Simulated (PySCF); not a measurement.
C₆ coefficients of unlike pairs at PBE

Calculated with PySCF 2.14 from the dipole response of each species, C₆(A,B) = (3/π) ∫ α_A(iu) α_B(iu) du, in atomic units, from isotropic polarisabilities. For ions this is the dispersion term alone; charge-induced terms of lower order in 1/R come first.

| species | configuration | basis | relativity | α (bohr³) | C₆ (like pair) |
| --- | --- | --- | --- | --- | --- |
| Xe³⁺ | [Kr] 4d10 5s2 5p3 (4S) | aug-cc-pwCVTZ-DK3 (10s9p7d4f1g) | spin-free X2C | 9.454 | 56.40 |
| Cl⁺ | [Ne] 3s2 3p4 (3P) | aug-cc-pV(5+d)Z (8s7p6d4f3g2h) | none | 8.832 | 41.89 |
| Fe²⁺ | [Ar] 3d6 (5D) | aug-cc-pVDZ-DK (7s6p4d2f) | spin-free X2C | 3.998 | 11.29 |
| Al | [Ne] 3s2 3p1 (2P) | dyall-av2z (13s9p2d) | none | 63.68 | 573.2 |

Estimate C₆ for Cl⁺ with Xe³⁺.

The integral gives 48.26. The combination rule 2 C_A C_B / (C_A α_B/α_A + C_B α_A/α_B) gives 48.45 and the geometric mean 48.61.

No spin-orbit coupling is included.

The other pairs:

| pair | C₆ |
| --- | --- |
| Al, Cl⁺ | 129.0 |
| Al, Xe³⁺ | 142.1 |
| Fe²⁺, Xe³⁺ | 25.04 |
| Fe²⁺, Cl⁺ | 21.13 |
| Al, Fe²⁺ | 60.06 |
